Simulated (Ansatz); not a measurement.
`C=C(O)BCl` + H–F → `C=C(F)BCl` + H₂O at 500 K and 1 bar (substitution at a C–O bond).

Calculated with Ansatz (gas phase, PBE0-D4/def2-TZVP geometries, no zero-point term in ΔE). CCSD(T)/CBS is the MP2 limit (def2-TZVPP, def2-QZVPP) plus CCSD(T) − MP2 in def2-TZVPP, frozen cores. This one scheme is used for every species. Each species was taken in one conformer, which may not be the lowest.

| species | CCSD(T)/CBS energy (Eh) | H − E (kJ/mol) | S (J/(mol·K)) |
| --- | --- | --- | --- |
| `C=C(O)BCl` | -638.27016 | 200.5 | 374.5 |
| H–F | -100.39570 | 39.4 | 188.7 |
| `C=C(F)BCl` | -662.28140 | 165.1 | 366.5 |
| H₂O | -76.37941 | 73.2 | 206.3 |

H − E and S are ideal-gas, rigid-rotor, harmonic terms from PBE0-D4/def2-TZVP, for one conformer and one mirror image of each species. 1 Eh = 2625.50 kJ/mol, R = 8.31446 J/(mol·K).

Q: By hand: ΔE, ΔH, ΔS and ΔG.

A: ΔE = (-662.28140) + (-76.37941) − (-638.27016) − (-100.39570) = 0.00505 Eh = 13.3 kJ/mol. Δ(H − E) = 165.1 + 73.2 − 200.5 − 39.4 = -1.6, so ΔH = 11.7 kJ/mol. ΔS = 366.5 + 206.3 − 374.5 − 188.7 = 9.6 J/(mol·K). ΔG = 11.7 − 500 × (9.6)/1000 = 6.9 kJ/mol.

Q: By hand: the equilibrium constant, and the temperature at which ΔG would vanish if ΔH and ΔS stayed fixed.

A: log₁₀ K = −ΔG/(RT ln 10) = -0.7. ΔG = 0 at ΔH/ΔS = 1219 K, though so small a ΔS makes that figure unsure.

TΔS isn't small against ΔH here. A doubt of 5 kJ/mol in ΔE shifts log₁₀ K by 0.5 here. Other conformers and mirror images would add mixing entropy, several J/(mol·K) or more a flexible species. These are equilibria of isolated gas molecules and say nothing of rates. Largest T1 diagnostic: 0.013 (customary marks: 0.02 for closed shells, 0.045 for open ones).
